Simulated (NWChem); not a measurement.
**Atomisation of ITl**

SMILES: [I][Tl]
```xyz
2

Tl     0.0000     0.0000    -1.1409
I      0.0000     0.0000     1.7437
```
Charge 0, spin multiplicity 1.

Program: NWChem. The geometry was optimised at PBE/def2-SVP with def2 effective core potentials on I, Tl, a minimum by its harmonic frequencies.

Basis set: def2-TZVP. The atomisation energy is electronic alone: no zero-point, thermal, spin-orbit or counterpoise terms. No value is extrapolated to the basis-set limit. Free atoms are single determinants with multiplicities Tl 2, I 2. Correlated methods freeze the same cores in atoms and molecule, 8 orbitals in all.

```csv
method,atomisation energy (kcal/mol),relative cost
HF,58.2,1
BP86,84.1,under 3
PBE,85.1,under 3
BHandHLYP,77.4,under 3
B3LYP,80.3,under 3
PBE0,82.7,under 3
MP2,85.6,under 3
CCSD(T),80.4,20
```

The values span 27.4 kcal/mol, from HF (lowest) to MP2 (highest). Costs are rough ratios of processor time within this set of runs, SCF included, with HF as 1. Costs are the molecule's.

Effective core potentials replace the inner electrons of I; spin-orbit coupling is left out. B3LYP has NWChem's definition, with VWN1-RPA local correlation. The structure started from a generated list of species. The stability of the SCF solutions was not checked. Open-shell Hartree-Fock references start from PBE0 orbitals; any time given for them includes that run. Coupled-cluster values serve here as a point of comparison, not as the truth.
